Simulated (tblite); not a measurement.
Compound: C₆H₁₁AlGeO.
Numbering: `[CH:1]#[C:2][C:3]1([AlH:4][O:5][GeH3:6])[CH2:7][CH2:8][CH2:9]1` (hydrogens: H10 on C1; H11 on Al4; H12, H13, H14 on Ge6; H15, H16 on C7; H17, H18 on C8; H19, H20 on C9)

Computed with GFN2-xTB (tblite), gas phase: L-BFGS steps from a force-field or distance-geometry start until the largest atomic force falls under 0.01 eV/Å.

Step 0: E = -692.7131 eV
```
atom  x, y, z in Å  |  force x, y, z in eV/Å
C1     -1.0338    3.0137   -0.8337   -0.166   2.202  -0.624
C2     -0.9793    1.8721   -0.5271    0.499  -1.823   0.686
C3     -0.8586    0.4783   -0.1276   -0.817   2.254  -0.491
Al4     0.9342   -0.2968   -0.3783    1.633  -0.667   1.347
O5      1.9977   -0.9008    1.0102   -0.546   0.796  -2.029
Ge6     3.6837   -0.6983    0.4536    0.270  -0.097  -0.249
C7     -1.5787    0.0784    1.1482    0.287  -0.582   0.954
C8     -1.7929   -1.2572    0.4471   -1.647   0.218  -0.009
C9     -1.8857   -0.4056   -0.8188    0.066  -1.091  -0.541
H10    -1.1078    4.0318   -1.1248    0.001  -0.404   0.109
H11     1.6132   -0.1389   -1.8071   -0.244  -0.186   0.413
H12     3.9918   -1.7566   -0.6426   -0.150   0.317   0.429
H13     3.7924    0.6882   -0.2082    0.007  -0.295   0.230
H14     4.7308   -0.8350    1.5873   -0.630   0.009  -0.196
H15    -0.9653    0.0307    2.0495   -0.365   0.292   0.304
H16    -2.5670    0.5735    1.2332    0.804  -0.005   0.436
H17    -0.8562   -1.8254    0.4272   -0.121  -0.379   0.177
H18    -2.7148   -1.8050    0.7127    0.715  -0.236   0.007
H19    -1.5002   -0.8786   -1.7175   -0.572  -0.039  -0.550
H20    -2.9083    0.0421   -0.8864    0.974  -0.285  -0.402
```

Step 1: E = -692.8705 eV
```
atom  x, y, z in Å  |  force x, y, z in eV/Å
C1     -1.0362    3.0452   -0.8427    0.246  -5.004   1.361
C2     -0.9721    1.8461   -0.5173   -0.071   5.689  -1.393
C3     -0.8703    0.5105   -0.1346   -0.372  -0.452   0.213
Al4     0.9576   -0.3063   -0.3590    0.756  -0.326   0.995
O5      1.9899   -0.8894    0.9812   -0.286   0.606  -1.602
Ge6     3.6876   -0.6997    0.4501    0.281  -0.018  -0.274
C7     -1.5746    0.0701    1.1618   -0.051  -0.289   0.036
C8     -1.8164   -1.2541    0.4469   -0.049   0.192  -0.109
C9     -1.8848   -0.4211   -0.8266    0.078  -0.392  -0.033
H10    -1.1078    4.0260   -1.1233   -0.080   1.004  -0.300
H11     1.6097   -0.1415   -1.8012   -0.186  -0.193   0.408
H12     3.9896   -1.7521   -0.6365   -0.127   0.243   0.362
H13     3.7925    0.6840   -0.2049    0.028  -0.262   0.212
H14     4.7218   -0.8349    1.5845   -0.587  -0.006  -0.123
H15    -0.9705    0.0349    2.0539   -0.105   0.187   0.544
H16    -2.5556    0.5735    1.2394    0.664   0.042   0.512
H17    -0.8580   -1.8308    0.4297   -0.550  -0.118   0.167
H18    -2.7046   -1.8084    0.7128    0.081  -0.476   0.143
H19    -1.5084   -0.8791   -1.7253   -0.394  -0.188  -0.657
H20    -2.8944    0.0380   -0.8921    0.724  -0.239  -0.464
```

Step 2: E = -693.1373 eV
```
atom  x, y, z in Å  |  force x, y, z in eV/Å
C1     -1.0360    3.0243   -0.8373   -0.145   1.328  -0.378
C2     -0.9657    1.8796   -0.5220    0.009   0.019   0.160
C3     -0.8859    0.5382   -0.1394    0.120  -1.438   0.383
Al4     0.9890   -0.3193   -0.3293   -0.683   0.323   0.001
O5      1.9790   -0.8717    0.9353    0.430   0.156  -0.568
Ge6     3.6944   -0.7013    0.4436    0.261   0.095  -0.273
C7     -1.5710    0.0587    1.1759   -0.256   0.186  -0.830
C8     -1.8406   -1.2490    0.4457    1.432   0.069  -0.145
C9     -1.8830   -0.4409   -0.8347    0.235   0.491   0.344
H10    -1.1086    4.0307   -1.1249    0.031   0.008  -0.014
H11     1.6042   -0.1462   -1.7910   -0.108  -0.218   0.406
H12     3.9862   -1.7450   -0.6265   -0.083   0.111   0.232
H13     3.7929    0.6770   -0.1994    0.065  -0.188   0.174
H14     4.7066   -0.8348    1.5804   -0.505  -0.028   0.000
H15    -0.9768    0.0410    2.0640    0.121   0.058   0.690
H16    -2.5371    0.5738    1.2511    0.372   0.125   0.578
H17    -0.8655   -1.8375    0.4340   -0.836   0.081   0.145
H18    -2.6935   -1.8168    0.7144   -0.564  -0.717   0.279
H19    -1.5208   -0.8817   -1.7401   -0.204  -0.322  -0.671
H20    -2.8728    0.0314   -0.9027    0.308  -0.136  -0.511
```

Q: Estimate the geometry and energy of step 3. (The exact step hangs on the optimiser's Hessian estimate; all steps are aligned on step 2, rigid shifts and turns removed.)

A: E = -693.2432 eV, largest force 0.824 eV/Å
```
atom  x, y, z in Å  |  force x, y, z in eV/Å
C1     -1.0376    3.0348   -0.8405   -0.091   0.614  -0.177
C2     -0.9647    1.8888   -0.5217    0.047  -0.458   0.275
C3     -0.8869    0.5233   -0.1350    0.270  -0.196   0.001
Al4     0.9853   -0.3173   -0.3242   -0.717   0.367  -0.172
O5      1.9828   -0.8666    0.9200    0.491   0.077  -0.367
Ge6     3.6990   -0.7003    0.4390    0.216   0.100  -0.227
C7     -1.5739    0.0592    1.1673    0.276   0.112   0.035
C8     -1.8257   -1.2472    0.4435    0.091  -0.392   0.098
C9     -1.8797   -0.4378   -0.8315    0.397   0.084  -0.232
H10    -1.1084    4.0322   -1.1255    0.002   0.369  -0.115
H11     1.6019   -0.1499   -1.7839   -0.120  -0.207   0.384
H12     3.9845   -1.7423   -0.6218   -0.053   0.049   0.160
H13     3.7938    0.6734   -0.1962    0.085  -0.119   0.133
H14     4.6974   -0.8352    1.5797   -0.458  -0.033   0.042
H15    -0.9763    0.0428    2.0747   -0.132   0.058   0.224
H16    -2.5291    0.5755    1.2606    0.152   0.175   0.492
H17    -0.8778   -1.8375    0.4366   -0.406  -0.101   0.132
H18    -2.6991   -1.8276    0.7183    0.057  -0.281   0.071
H19    -1.5255   -0.8864   -1.7514   -0.264  -0.155  -0.326
H20    -2.8651    0.0285   -0.9112    0.157  -0.061  -0.432
```

The energy changes by -0.1059 eV. The first-order estimate −F·Δx gives -0.1561 eV and the mean of the old and new forces, exact on a quadratic surface, -0.1064 eV. The step makes an angle of 25° with the force vector and moves no atom by more than 0.017 Å.

What follows is the cost of the whole relaxation. The run took 1.3 s wall on Arm Neoverse V1, one thread (shared host).
